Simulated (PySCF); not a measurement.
Compound: BCl₃.
Z-matrix (Å and degrees, PBE0-D3(BJ)/def2-SVP geometry), rows numbered from 1:
```
Cl
B   1  1.7424
Cl  2  1.7423  1  120.14
Cl  2  1.7422  1  119.90  3   179.71
```

Jobs on this species (4 atoms, 56 electrons) with PySCF (density fitting). Hardware of each: one thread of an Arm Neoverse V2 (shared host). The host was shared with other jobs, so the times are rough. Peak memory is the resident size of the whole Python process, interpreter and libraries included.

```
level and settings                                     work  basis functions  SCF cycles  wall time  peak memory
        PBE0/6-31G  shieldings, charges and field gradients               48           ?          ?            ?
BHandHLYP/pcSseg-2                               shieldings              165           ?          ?            ?
     WP04/pcSseg-2                               shieldings              165          12      6.0 s     0.74 GiB
       PBE0/6-31G*  shieldings, charges and field gradients               68          11      2.4 s     0.33 GiB
    B97-2/pcSseg-2                               shieldings              165          12      7.4 s     0.68 GiB
     PBE0/def2-SVP  shieldings, charges and field gradients               68          10      2.0 s     0.33 GiB
  wB97X-D/pcSseg-2                               shieldings              165          12      8.4 s     0.75 GiB
CAM-B3LYP/pcSseg-2                               shieldings              165          11      8.4 s     0.76 GiB
       PBE0/STO-3G  shieldings, charges and field gradients               32           9     0.94 s     0.29 GiB
```

Task: Fill in the missing figures.

Result: 
- PBE0/6-31G; shieldings, charges and field gradients: 1.8 s, 0.29 GiB, 10 SCF cycles
- BHandHLYP/pcSseg-2; shieldings: 6.5 s, 0.74 GiB, 10 SCF cycles

Task: What do all jobs in the table cost together?

Result: About 44 s; the longest takes about 19 % of that, and about 8.9 times as long as the shortest.
